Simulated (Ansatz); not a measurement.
`C[SiH](F)CCl` + `O[SiH2][SiH2][SeH]` → `O[SiH](F)CCl` + `C[SiH2][SiH2][SeH]`  (redistribution)

Program: Ansatz. Geometries: PBE0-D4/def2-TZVP. ΔE: electronic, gas phase. CCSD(T)/CBS is the MP2 limit (def2-TZVPP, def2-QZVPP) plus CCSD(T) − MP2 in def2-TZVPP, frozen cores. DFT in def2-TZVPP. For Se outer-core shells are correlated without core-valence functions, which leaves a few kJ/mol of doubt a bond. Scalar relativity is left out up to krypton. One conformer a species, not always the lowest.

| level | ΔE (kcal/mol) |
| --- | --- |
| ωB97X-V | -5.4 |
| B2PLYP | -5.5 |

Problem. What does CCSD(T)/CBS give? (Best estimate.)

Solution. Ansatz gave: -5.6 kcal/mol. The listed levels differ from it by 0.2, 0.1 kcal/mol.

Largest T1 diagnostic among the species: 0.011.
